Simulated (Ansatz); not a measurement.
An input meant for Si8O26H20 (charge 0, singlet; atoms displaced at random, 0.15 Å in each coordinate).

```yaml
crystal:
  periodic: [false, false, false]
  atoms:
    - {symbol: Si, position_ang: [0.982881, -0.478043, 0.750482]}
    - {symbol: Si, position_ang: [2.137897, -0.220119, -2.410282]}
    - {symbol: Si, position_ang: [1.277317, -1.517330, 2.990629]}
    - {symbol: Si, position_ang: [-1.913760, 1.376334, -2.682641]}
    - {symbol: Si, position_ang: [-1.501542, -2.777203, -0.969262]}
    - {symbol: Si, position_ang: [-0.909316, 2.283400, 1.869442]}
    - {symbol: Si, position_ang: [-1.474740, -1.531728, 1.853075]}
    - {symbol: Si, position_ang: [3.069677, 2.263945, -0.815838]}
    - {symbol: O, position_ang: [-2.899968, -3.799528, -1.732592]}
    - {symbol: O, position_ang: [-1.047695, -1.686336, -1.815473]}
    - {symbol: O, position_ang: [0.927415, -0.192160, -3.760716]}
    - {symbol: O, position_ang: [-0.325511, -3.912674, -0.773412]}
    - {symbol: O, position_ang: [-2.412082, -2.033326, 0.247131]}
    - {symbol: O, position_ang: [-2.634670, -0.670092, 2.091472]}
    - {symbol: O, position_ang: [-0.445115, -1.546265, 0.278626]}
    - {symbol: O, position_ang: [-1.663582, -3.175775, 2.439848]}
    - {symbol: O, position_ang: [-0.266651, -1.082563, 3.631564]}
    - {symbol: O, position_ang: [-2.128812, 0.341416, -3.458739]}
    - {symbol: O, position_ang: [-2.816098, 2.786620, -3.040667]}
    - {symbol: O, position_ang: [-0.207312, 1.754220, -2.806898]}
    - {symbol: O, position_ang: [1.284041, -0.727596, -1.123303]}
    - {symbol: O, position_ang: [-1.941835, 1.433074, -1.004405]}
    - {symbol: O, position_ang: [-2.577601, 2.052817, 1.453166]}
    - {symbol: O, position_ang: [-0.095087, 3.588877, 1.311403]}
    - {symbol: O, position_ang: [-0.169507, 1.045762, 0.495322]}
    - {symbol: O, position_ang: [-0.233831, 1.767590, 3.330873]}
    - {symbol: O, position_ang: [2.189416, -0.756630, 4.549422]}
    - {symbol: O, position_ang: [3.243607, -1.595403, -2.589054]}
    - {symbol: O, position_ang: [2.138144, -0.790126, 1.792180]}
    - {symbol: O, position_ang: [1.310592, -2.961613, 3.390894]}
    - {symbol: O, position_ang: [2.930131, 1.482683, -1.912139]}
    - {symbol: O, position_ang: [1.504960, 3.475505, -0.987085]}
    - {symbol: O, position_ang: [2.265085, 1.260390, 0.436149]}
    - {symbol: O, position_ang: [4.211773, 3.003337, -0.443853]}
    - {symbol: H, position_ang: [-2.553603, -3.960035, -2.578166]}
    - {symbol: H, position_ang: [-0.054755, -1.345543, -1.750728]}
    - {symbol: H, position_ang: [0.740574, 0.755316, -3.938593]}
    - {symbol: H, position_ang: [0.228038, -3.738421, 0.111829]}
    - {symbol: H, position_ang: [-3.492209, -2.486242, 0.275058]}
    - {symbol: H, position_ang: [-2.438123, 0.444942, 1.850488]}
    - {symbol: H, position_ang: [-0.678532, -3.299657, 3.051030]}
    - {symbol: H, position_ang: [-0.339895, -0.131401, 3.560025]}
    - {symbol: H, position_ang: [-1.727310, -0.797788, -2.943760]}
    - {symbol: H, position_ang: [-3.548265, 2.611464, -4.086876]}
    - {symbol: H, position_ang: [0.092975, 2.750598, -2.122377]}
    - {symbol: H, position_ang: [-1.611547, 0.869881, -0.476312]}
    - {symbol: H, position_ang: [-2.818988, 2.212191, 0.506296]}
    - {symbol: H, position_ang: [0.549351, 3.789714, 0.329360]}
    - {symbol: H, position_ang: [-0.703032, 2.220112, 3.944051]}
    - {symbol: H, position_ang: [2.949558, -0.437445, 4.165665]}
    - {symbol: H, position_ang: [3.358012, -1.153203, -3.700430]}
    - {symbol: H, position_ang: [1.880358, -3.507923, 3.028441]}
    - {symbol: H, position_ang: [1.738202, 4.141594, -1.349120]}
    - {symbol: H, position_ang: [4.674713, 2.858875, -0.470460]}
basis:
  gaussian: {orbitals: STO-3G}
magnetization: {spin_polarized: true, initial_magnetization: 6}
hamiltonian: {xc: {name: wB97X-V}}
```

```sh
$ ansatz run in.yaml --threads 2 --pin off --events-out ev --progress --plain --max-ram 22528MiB --backend cuda --devices 0, --max-vram 18GiB
```

It prints (some lines left out):

```
Functional definition: wB97X-V
3096 factors; integrals over basis functions are off by at most 6.0e-5 eV
1068 factors; integrals over basis functions are off by at most 9.1e-7 eV
mean field evaluation 1: about -114972.6649 eV, gradient 7.2e1 eV
mean field evaluation 2: about -114606.3702 eV, gradient 1.7e2 eV
mean field evaluation 4: about -115010.0482 eV, gradient 1.9e1 eV
mean field evaluation 8: about -115015.4696 eV, gradient 1.7e1 eV
mean field evaluation 16: about -115019.8796 eV, gradient 1.3e0 eV
mean field evaluation 32: about -115019.9719 eV, gradient 3.6e-2 eV
mean field evaluation 64: about -115019.9818 eV, gradient 4.7e-2 eV
mean field -115019.99135395 eV, -4226.9067189073 hartree, gradient 7.4e-6 eV, S^2 12.028313; 6 other end points of the search recorded, 0 dependent functions left out
reference -115019.99135107 eV, -4226.9067188013 hartree; 173, 167 occupied and 49, 55 virtual orbitals, 3096 factors
Total energy: -115019.99135107 eV, -4226.9067188013 hartree
```

In this input the spin is set far too high (6 unpaired electrons typed, 0 in the singlet as meant). Self-consistency was reached. The result belongs to that input, not to the species as meant.
